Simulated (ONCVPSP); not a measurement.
**Logarithmic derivatives: boron, ONCV**

```
Element                 : boron
Generator               : ONCVPSP 4.0.1
Type                    : optimised norm-conserving Vanderbilt (ONCV)
Functional              : PBE
Relativity              : scalar-relativistic
Frozen core             : [He]
Valence charge          : 3
Reference configuration : 2s2 2p1
Partial waves           : 2s: rc 1.20 bohr, ncon 4, nbas 8, qcut 4.4 1/bohr, 2 projectors, debl 0.5 Ha; 2p: rc 2.35 bohr, ncon 5, nbas 9, qcut 5.7 1/bohr, 2 projectors, debl 3.5 Ha; d scattering state at 0.17 Ha: rc 2.00 bohr, ncon 4, nbas 8, qcut 5.7 1/bohr, 2 projectors, debl 1 Ha
Local potential         : polynomial inside 0.85 bohr (lpopt 5, dvloc0 0 Ha)
Core correction         : polynomial model core, fcfact 0.55
```

The phase is arctan(r·R′/R) of the radial function R(r), unwrapped; energies in Ha, scanned from -2 to 5 Ha. A pole is an energy at which the radial function vanishes at the test radius. The pseudo phase is shifted by a multiple of π to meet the all-electron one at the reference energy, and phase errors are pseudo minus all-electron; the curves can meet again beyond the range given. Levels narrower than the energy grid can be missing from the lists of poles.

```csv
channel,radius (bohr),reference energy (Ha),"poles, all-electron","poles, pseudo",unbroken range about the reference energy with phases within 0.05 rad,phase error 1 Ha above the reference energy (rad)
s,1.22,-0.35,4.43,3.94,below 4.1,-0.000
p,2.39,-0.13,"0.28, 3.09","0.28, 3.09",below 1.1,+0.016
d,2.03,0.17,2.68,2.69,below 4.4,+0.000
```

Phases in the d channel:

```csv
E (Ha),all-electron,pseudo
-1.98,1.280,1.281
-1.62,1.250,1.250
-1.26,1.208,1.208
-0.90,1.150,1.150
-0.54,1.060,1.060
-0.18,0.908,0.908
0.18,0.612,0.612
0.54,0.008,0.008
0.90,-0.710,-0.710
1.26,-1.112,-1.112
1.62,-1.312,-1.312
1.98,-1.429,-1.428
2.34,-1.509,-1.509
2.70,-1.573,-1.573
3.06,-1.634,-1.633
3.42,-1.700,-1.698
3.78,-1.790,-1.784
4.14,-1.946,-1.928
4.50,-2.336,-2.259
4.86,-3.430,-3.207
```
